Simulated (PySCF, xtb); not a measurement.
Te(F)(SeH) (FHSeTe), SMILES F[Te][SeH].

GFN2-xTB in xtb at its own geometry gives an orbital gap of 3.22 eV and a dipole moment of 3.33 D.

Coordinates come from a PBE0-D3(BJ)/def2-TZVP optimisation. The def2 effective core potentials stand for the cores of Te; spin–orbit coupling is left out. The values are those of a single conformer.

Problem. What does r2SCAN/def2-TZVPD in PySCF give? (An estimate is asked for; the answer gives what the named calculation found.)

Solution. gap 2.90 eV (levels -5.80 and -2.89 eV), dipole 2.12 D.
